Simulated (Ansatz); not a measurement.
```yaml
crystal:
  periodic: [false, false, false]
  atoms:
    - {symbol: F, position_ang: [-1.821988, -3.954771, 3.100932]}
    - {symbol: Si, position_ang: [-1.936972, -2.509161, -0.130681]}
    - {symbol: Ge, position_ang: [0.734399, 2.009390, -0.179584]}
    - {symbol: H, position_ang: [-0.715874, -4.749123, -2.203656]}
    - {symbol: H, position_ang: [0.637232, 3.223334, -3.335224]}
    - {symbol: H, position_ang: [-0.728230, 4.234243, 1.898828]}
    - {symbol: H, position_ang: [3.965853, 1.596050, 0.748845]}
basis:
  gaussian: {orbitals: x2c-TZVPPall, final_grid: {core_spheres: 5, valence_spheres: 4, degree: 11}}
total_charge: 1
hamiltonian: {xc: {name: wB97M-V}}
output: {forces: true}
```

```sh
$ ansatz run in.yaml --threads 4 --pin off --events-out ev --progress --plain --max-ram 10444MiB
```

Output, abridged:

```
Functional definition: wB97M-V
  name "wB97M-V"
  cite "Mardirossian & Head-Gordon, J. Chem. Phys. 144, 214110 (2016) doi:10.1063/1.4952647"
  cite "Becke, J. Chem. Phys. 107, 8554 (1997) doi:10.1063/1.475007"
  cite "Vydrov & Van Voorhis, J. Chem. Phys. 133, 244103 (2010) doi:10.1063/1.3521275"
  # Of w^i u^j: cxij and so on, Table III.
  parameter omega = 0.3/bohr
  parameter cx = 0.15
  parameter cx01 = 1.007
  parameter cx10 = 0.259
  parameter css00 = 0.443
  parameter css04 = -1.437
  parameter css10 = -4.535
  parameter css20 = -3.390
  parameter css43 = 4.278
  parameter cos00 = 1.000
  parameter cos10 = 1.358
  parameter cos20 = 2.924
  parameter cos21 = -8.812
  parameter cos60 = -1.390
  parameter cos61 = 9.142
  parameter b = 6.0
  parameter c = 0.01
  gx(w, u) = 1 - cx + cx01*u + cx10*w
  gss(w, u) = css00 + css04*u^4 + css10*w + css20*w^2 + css43*w^4*u^3
  gos(w, u) = cos00 + cos10*w + (cos20 + cos21*u)*w^2 + (cos60 + cos61*u)*w^6
  exchange = spin_sum(e_x_unif_sr(omega)*gx(b97_w, b97_u_x)) + cx*exact_x_sr(omega) + exact_x_lr(omega)
  correlation = spin_sum(e_c_pw_mod_same_spin*gss(b97_w, b97_u_same))
      + integral(e_c_pw_mod_opposite_spin*gos(b97_w_opposite, b97_u_opposite)) + vv10(b, c)
1102 factors; their error is unknown
231 factors; integrals over basis functions are off by at most 7.9e-5 eV
mean field evaluation 1: about -67734.6118 eV, gradient 8.6e1 eV
mean field evaluation 2: about -67393.8500 eV, gradient 1.9e2 eV
mean field evaluation 4: about -67737.2708 eV, gradient 6.0e1 eV
mean field evaluation 8: about -67718.0751 eV, gradient 8.9e1 eV
mean field evaluation 16: about -67752.1409 eV, gradient 3.2e-1 eV
mean field evaluation 32: about -67752.1602 eV, gradient 1.8e0 eV
mean field -67752.24615949 eV, -2489.8491222393 hartree, gradient 1.4e-5 eV, S^2 0.000000; 6 other end points of the search recorded, 0 dependent functions left out
the calculation of the forces begins
reference -67752.24623883 eV, -2489.8491251551 hartree; 29, 29 occupied and 148, 148 virtual orbitals, 1102 factors
Total energy: -67752.24623883 eV, -2489.8491251551 hartree
Relativity: scalar
Atom 0 at    -1.821988    -3.954771     3.100932 Å, force    -0.014936     0.779057    -1.601081 eV/Å
Atom 1 at    -1.936972    -2.509161    -0.130681 Å, force     0.624247    -2.067259     0.434288 eV/Å
Atom 2 at     0.734399     2.009390    -0.179584 Å, force     0.724752     1.375790    -0.023422 eV/Å
Atom 3 at    -0.715874    -4.749123    -2.203656 Å, force    -0.666611     1.189864     1.113021 eV/Å
Atom 4 at     0.637232     3.223334    -3.335224 Å, force    -0.000917    -0.500669     1.107098 eV/Å
Atom 5 at    -0.728230     4.234243     1.898828 Å, force     0.473176    -0.842058    -0.719206 eV/Å
Atom 6 at     3.965853     1.596050     0.748845 Å, force    -1.139710     0.065274    -0.310698 eV/Å
Dipole moment:     0.746320     2.634255    -2.004056 e Å
```

(1) Something in this input is off. What?

Results:

(1) The geometry is stretched to more than twice its size. Self-consistency was reached. The result belongs to that input, not to the molecule as meant.
